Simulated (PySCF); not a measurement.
**S: excitation energy**

S [Ne] 3s2 3p4 (3P) → S [Ne] 3s1 3p5 (3P), as a difference of total energies. All numbers are calculated (PySCF 2.14, scalar relativity by spin-free X2C-1e, in x2c-QZVPPall with one added diffuse shell each of s, p, d, f type (10s7p5d3f1g, 86 functions)). Correlated levels: valence: [Ne] frozen. The calculations carry no spin-orbit coupling.

| method | excitation energy (eV) |
| --- | --- |
| UHF | 11.584 |
| MP2 (valence) | 10.522 |
| SCS-MP2 (valence) | 10.404 |
| CCSD (valence) | 9.592 |
| CCSD(T) (valence) | 9.030 |

Errors of the correlated levels include the incompleteness of this basis and the frozen core.

The upper state lies above the first ionisation limit, where it may autoionise and the basis confines it.

The coupled-cluster amplitudes are large for the upper state (T1 above 0.03 or a double amplitude above 0.15), so a single reference is strained.

Q: Which method comes closest to the reference value, and which is furthest?

A: The reference is 8.928 eV (measured; NIST levels, between the centres of gravity of the two terms). Closest: CCSD(T) (valence) (error 0.102 eV); furthest: UHF (error 2.656 eV).
